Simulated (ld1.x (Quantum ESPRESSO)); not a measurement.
**What one change does to a pseudopotential (bismuth (Bi), TM)**

```json
{"Element": "Bi", "Generator": "ld1.x (Quantum ESPRESSO) 7.5", "Type": "norm-conserving Troullier–Martins (Kleinman–Bylander form)", "Functional": "PBE", "Relativity": "scalar-relativistic", "Frozen core": "[Xe] 4f14 5d10", "Valence charge": "5", "Reference configuration": "6s1 6p4", "Partial waves": "6s (bound): rc 1.80 bohr; 6p (bound): rc 2.65 bohr; 6d channel at 0.45 Ry: rc 2.70 bohr", "Local potential": "all-electron potential smoothed inside 1.75 bohr (lloc = -1)", "Core correction": "Bessel-smoothed model core, default radius (core density twice the valence density)"}
```

All-electron outer shells of the reference configuration (PBE, scalar-relativistic, ld1.x):

| shell | level (eV) | outermost node (bohr) | outermost maximum (bohr) |
| --- | --- | --- | --- |
| 5p | -97.60 | 0.48 | 0.86 |
| 5d | -28.70 | 0.51 | 1.03 |
| 6s | -15.50 | 0.98 | 1.86 |
| 6p | -5.24 | 1.14 | 2.41 |

Change: reference 6s2 6p2.

Cutoffs: the cutoffs (Ry, on a coarse ladder) from which the occupation-weighted sum of valence levels, in a spherical-Bessel basis at the reference potential, stays within 10 and 1 mRy of its value at 400 Ry; they do not see the model core or the augmentation charge, which bear on the density cutoff. Errors are all-electron minus pseudo energies relative to the spin-unpolarised reference configuration.

Q: What does the change do?

A: The potential gets harder (21 Ry and 35 Ry → 25 Ry and 50 Ry); the bound ghosts move from s to p, s.

| quantity | base | changed |
| --- | --- | --- |
| cutoff, loose | 21 Ry | 25 Ry |
| cutoff, tight | 35 Ry | 50 Ry |
| bound ghosts | s | s, p |
| largest error over its own tests, meV | -614 | -713 |
| s: phases at 2.97 bohr within 0.05 rad from the reference energy up to (Ry; the scan ends near 5) | 1.7 | 1.3 |
| p: phases at 2.97 bohr within 0.05 rad from the reference energy up to (Ry; the scan ends near 5) | 0.1 | -0.2 |
| d: phases at 2.97 bohr within 0.05 rad from the reference energy up to (Ry; the scan ends near 5) | 0.7 | 0.9 |

 A true bound ghost makes a file unfit for plane-wave use even where its test errors are small: the radial tests pick states by their node count and pass the ghost by.
